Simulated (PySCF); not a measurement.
Sn²⁺: ionisation energy

Sn²⁺ [Kr] 4d10 5s2 (1S) → Sn³⁺ [Kr] 4d10 5s1 (2S), as a difference of total energies. Computed with PySCF 2.14 in aug-cc-pVTZ-DK3, with the spin-free X2C one-electron Hamiltonian (Gaussian nucleus). Correlated levels: valence: [Kr] 4d10 frozen. The calculations carry no spin-orbit coupling.

| method | ionisation energy (eV) | error (eV) |
| --- | --- | --- |
| UHF | 28.528 | -1.978 |
| MP2 (valence) | 29.197 | -1.309 |
| SCS-MP2 (valence) | 29.331 | -1.175 |
| CCSD (valence) | 29.455 | -1.051 |

Reference: 30.506 eV (measured; NIST Atomic Spectra Database, ionization energies).

Errors of the correlated levels include the incompleteness of this basis and the frozen core.

With two correlated electrons CCSD is exact in that space.
